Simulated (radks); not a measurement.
The cobalt ion Co4+, [Ar] 3d5. Method: non-relativistic Kohn-Sham, exchange-only LDA, spin-polarised, spherical densities, point nucleus; computed with a radial shooting solver on a logarithmic mesh with Libxc functionals. Every spin shell is full or empty, so the densities are truly spherical. Functionals are evaluated on that one density, not self-consistently. Rank these orbital-free kinetic functionals by their error against the exact value of the orbitals, and give that value: Thomas-Fermi, von Weizsacker, TF + vW, TF + vW/9, TF + vW/5, LC94, APBEK, revAPBEK, Ernzerhof.

Answer. Exact: 1373.94 hartree. From best to worst, with 100 (|E| - |E exact|)/|E exact| (equal figures are ties): LC94 -0.01, APBEK +0.08, Ernzerhof -0.32, revAPBEK +0.35, TF + vW/9 -0.76, TF + vW/5 +3.82, Thomas-Fermi -6.49, TF + vW +45.07, von Weizsacker -48.45.
